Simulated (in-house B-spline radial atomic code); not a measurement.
Configurations of Ta3+, with energies counted from [Xe] 4f14 (5d3/2)2. Level of theory: Dirac-Hartree-Fock, average of each configuration as written, Fermi nucleus of rms radius 5.3507 fm; calculated with an all-electron radial atomic-structure program (B-spline basis). Energies include first-order Breit, QED and recoil terms.

Occupations are held fixed; configurations that lie above the ionisation limit could autoionise.

| configuration | E - E(ref) (eV) | highest orbital | its <r> (bohr) |
| --- | --- | --- | --- |
| [Xe] 4f14 (5d3/2)1 (7p1/2)1 | 20.743 | 7p1/2 | 5.848 |
| [Xe] 4f14 (5d3/2)1 8s1 | 24.578 | 8s1/2 | 8.374 |
| [Xe] (4f5/2)6 (4f7/2)7 (5d5/2)2 6s1 | 29.512 | 6s1/2 | 2.669 |
| [Xe] 4f14 (5d5/2)1 (8g9/2)1 | 31.737 | 8g9/2 | 21.42 |
| [Kr] 4d10 4f14 5s2 (5p1/2)2 (5p3/2)3 (5d3/2)2 (7p1/2)1 | 56.951 | 7p1/2 | 5.8 |
| [Kr] 4d10 4f14 5s2 (5p1/2)2 (5p3/2)3 (5d3/2)1 (5d5/2)1 8s1 | 62.408 | 8s1/2 | 8.329 |

**Question.** Order these further configurations by energy, lowest first.
A. [Xe] (4f5/2)5 (4f7/2)8 (5d5/2)2 8s1
B. [Kr] 4d10 4f14 5s2 (5p1/2)1 (5p3/2)4 (5d3/2)1 (5d5/2)1 (8f7/2)1
C. [Xe] (4f5/2)6 (4f7/2)7 (5d5/2)2 7s1
D. [Kr] 4d10 4f14 5s2 (5p1/2)1 (5p3/2)4 (5d3/2)2 (9f7/2)1
E. [Xe] (4f5/2)5 (4f7/2)8 (5d5/2)2 (6d3/2)1

**Answer.** C (45.271 eV), E (46.955 eV), A (53.251 eV), B (77.094 eV), D (78.36 eV).

**Question.** How far above the reference does [Kr] 4d10 4f14 5s2 (5p1/2)1 (5p3/2)4 (5d5/2)2 (8g9/2)1 lie?

**Answer.** 77.777 eV; its least bound orbital is 8g9/2 with <r> = 21.4 bohr.

**Question.** How far above the reference does [Xe] 4f14 (5d3/2)1 (5d5/2)1 lie?

**Answer.** 0.78779 eV; its least bound orbital is 5d5/2 with <r> = 1.864 bohr.
